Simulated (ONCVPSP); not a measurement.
titanium, ONCV: configuration errors across variants

titanium (Ti), optimised norm-conserving Vanderbilt (ONCV), made with ONCVPSP 4.0.1 (PBE, scalar-relativistic). Core [Ne], reference 3s2 3p6 3d2 4s2. Waves: 3s+4s: rc 1.80 bohr, ncon 5, nbas 8, qcut 5.4 1/bohr, 3 projectors, debl 3.3 Ha; 3p: rc 1.60 bohr, ncon 5, nbas 8, qcut 6.7 1/bohr, 2 projectors, debl 2.7 Ha; 3d: rc 1.65 bohr, ncon 3, nbas 8, qcut 10.7 1/bohr, 2 projectors, debl 0.7 Ha. Local part: polynomial inside 1.15 bohr (lpopt 5, dvloc0 0 Ha). Core correction: Teter function fitted to the true core (icmod 2), fcfact 0.5.

All-electron excitation energies from the reference (eV): (1) 3s2 3p6 3d2 4s1 7.347; (2) 3s2 3p6 3d2 4s0 20.919; (3) 3s2 3p6 3d1 4s0 47.867; (4) 3s2 3p6 3d1 4s2 9.745.

Errors AE − PS in meV (a dash: test not solved or not reliable):

```tsv
change	(1)	(2)	(3)	(4)	bound ghosts	GHOST(+) flags above zero
base	-0.5	-2.6	+23	+29	none	none
p: nproj 3	-0.5	-2.6	+23	+29	none	none
s: ncon 4, nbas 7	-0.5	-3.0	+24	+30	none	none
p: rc 1.34	-0.5	-2.6	+23	+29	none	none
local potential polynomial inside 1.15 bohr (lpopt 5, dvloc0 2 Ha)	-0.5	-2.6	+23	+29	none	s
core correction Teter function, fcfact 2.25, rcfact 1.55	-0.4	-2.2	+23	+29	none	none
s: qcut 5.6	-0.5	-2.5	+24	+29	none	none
s: qcut 7.8	-0.3	-1.5	+25	+29	none	none
p: rc 2.1	-0.5	-3.1	+17	+26	none	none
local potential polynomial inside 1.15 bohr (lpopt 5, dvloc0 9.5 Ha)	-0.5	-2.6	+23	+29	none	none
```

(1) Give the same row for: core correction Teter function fitted to the true core (icmod 2), fcfact 0.2.

Answers

(1) -0.5, -2.5, +23, +29; bound ghosts: none; GHOST(+) flags above zero: none.
